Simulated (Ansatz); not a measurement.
Basis-set extrapolation for BH8NO3Si, SMILES `O[B-](O)(O)[NH2+][SiH3]` (PBE0-D4/def2-TZVP geometry, frozen core, Ansatz 0.2.0). Multiplicity 1, RHF reference.

```json
{"": "HF", "def2-TZVPP": "-597.633837", "def2-QZVPP": "-597.657435"}
{"": "MP2 correlation", "def2-TZVPP": "-1.188752", "def2-QZVPP": "-1.280210"}
{"": "CCSD(T) correlation", "def2-TZVPP": "-1.269394", "def2-QZVPP": "not run"}
```

Energies in hartree. Use E(X) = E(∞) + A·exp(−7.88·√X) for Hartree–Fock and E(X) = E(∞) + B·X^(−2.97) for correlation, with X = 3 and 4, and add CCSD(T) minus MP2 of the smaller set to the MP2 limit.

Q: What is the CCSD(T) energy at the basis-set limit?

A: HF limit: -597.657435 + (-0.023598) × 0.13774 = -597.66069. MP2 limit: -1.280210 + (-0.091458) × 0.74074 = -1.34796. Higher-order term: -1.269394 − (-1.188752) = -0.08064. Total: -599.08929 hartree, 5.06 eV below CCSD(T)/def2-TZVPP.
